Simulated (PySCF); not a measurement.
C₄H₈O₂, SMILES CC(CCO)=O (GFN2-xTB optimised geometry):

```
14

C      1.688    -1.251     0.341
C      1.071     0.082     0.000
O      1.725     1.061    -0.250
C     -0.444     0.082     0.000
C     -1.025     1.500     0.000
O     -2.431     1.506    -0.008
H      2.743    -1.254     0.080
H      1.594    -1.412     1.414
H      1.173    -2.060    -0.170
H     -0.814    -0.474     0.863
H     -0.772    -0.451    -0.899
H     -0.620     2.060    -0.853
H     -0.732     2.017     0.916
H     -2.743     1.119    -0.834
```

Computed with PBE/def2-TZVP (PySCF 2.14.0).

Problem. What are the frontier orbital energies and the dipole moment?

Solution. HOMO-2 -7.80 eV, HOMO-1 -6.45 eV, HOMO -5.62 eV, LUMO -1.64 eV, LUMO+1 -0.03 eV; dipole moment 2.92 D.

On the same geometry PBE0/def2-TZVP run with PySCF 2.14.0 gives HOMO-2 -9.39 eV, HOMO-1 -8.16 eV, HOMO -7.21 eV, LUMO -0.47 eV, LUMO+1 0.78 eV; dipole moment 3.06 D.

Meta-Löwdin charges at PBE/def2-TZVP: C1 -0.41, C2 0.38, O3 -0.39, C4 -0.28, C5 0.00, O6 -0.52, H7 0.14, H8 0.14, H9 0.13, H10 0.13, H11 0.13, H12 0.11, H13 0.13, H14 0.33.
